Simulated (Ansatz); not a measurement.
Species: sum formula H₃GeO₃ (charge 0, doublet). It need not be the lowest isomer of its formula. 
Geometry from a B3LYP-D3(BJ)/def2-TZVP (Ansatz, a quantum-chemistry and plane-wave program) optimisation:
```xyz
7

Ge     0.2964    -0.0452    -0.0713
O     -0.8135    -0.7947    -1.2641
O     -0.1305     1.6954    -0.0037
O     -0.1333    -0.7363     1.5269
H     -0.8630    -1.7544    -1.1766
H     -0.2039     2.0962    -0.8783
H      0.2000    -0.2096     2.2634
```
Charge 0, spin multiplicity 2.

Basis-set convergence of Hartree-Fock and CCSD(T) correlation energies (hartree) with Ansatz. Cores are frozen in the correlated levels unless marked. UHF or UKS for open shells. Spin-orbit coupling is left out. The frozen core is the preceding noble-gas configuration, with the filled d and f shells of earlier blocks. No relativistic terms.

| basis | functions | E(HF) | E(corr, CCSD(T)) |
|---|---|---|---|
| cc-pVDZ | 84 | -2301.71902 | -0.67912 |
| cc-pVTZ | 175 | ___ | ___ |

Question: Some entries are withheld; supply them.

Answer: 
- cc-pVTZ, E(HF): -2301.88735
- cc-pVTZ, E(corr, CCSD(T)): -0.86777
